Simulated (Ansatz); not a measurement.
`N#CCF` + HBr → `N#CCBr` + H–F at 298.15 K and 1 bar (substitution at a C–F bond).

Computed with Ansatz on PBE0-D4/def2-TZVP structures; ΔE is electronic, products minus reactants. CCSD(T)/CBS adds triple-zeta CCSD(T) − MP2 to the extrapolated MP2 energy (def2 sets, frozen cores). This one scheme is used for every species. For Br outer-core shells are correlated without core-valence functions, which leaves a few kJ/mol of doubt a bond. Scalar relativity is left out up to krypton.

| species | CCSD(T)/CBS energy (Eh) | H − E (kJ/mol) | S (J/(mol·K)) |
| --- | --- | --- | --- |
| `N#CCF` | -231.76125 | 114.6 | 274.2 |
| HBr | -2573.91920 | 24.6 | 198.6 |
| `N#CCBr` | -2705.30005 | 109.9 | 296.8 |
| H–F | -100.39570 | 33.5 | 173.6 |

H − E and S are ideal-gas, rigid-rotor, harmonic terms from PBE0-D4/def2-TZVP. 1 Eh = 2625.50 kJ/mol, R = 8.31446 J/(mol·K).

Question: By hand: ΔE, ΔH, ΔS and ΔG.

Answer: ΔE = (-2705.30005) + (-100.39570) − (-231.76125) − (-2573.91920) = -0.01530 Eh = -40.2 kJ/mol. Δ(H − E) = 109.9 + 33.5 − 114.6 − 24.6 = 4.2, so ΔH = -36.0 kJ/mol. ΔS = 296.8 + 173.6 − 274.2 − 198.6 = -2.4 J/(mol·K). ΔG = -36.0 − 298.15 × (-2.4)/1000 = -35.3 kJ/mol.

Question: By hand: the equilibrium constant, and the temperature at which ΔG would vanish if ΔH and ΔS stayed fixed.

Answer: log₁₀ K = −ΔG/(RT ln 10) = 6.2. ΔG = 0 at ΔH/ΔS = 15000 K, far beyond where these terms or the molecules hold.

The number of gas molecules stays the same, so ΔS is small and ΔH decides. A doubt of 5 kJ/mol in ΔE shifts log₁₀ K by 0.9 here. These are equilibria of isolated gas molecules and say nothing of rates. Largest T1 diagnostic: 0.013 (customary marks: 0.02 for closed shells, 0.045 for open ones).
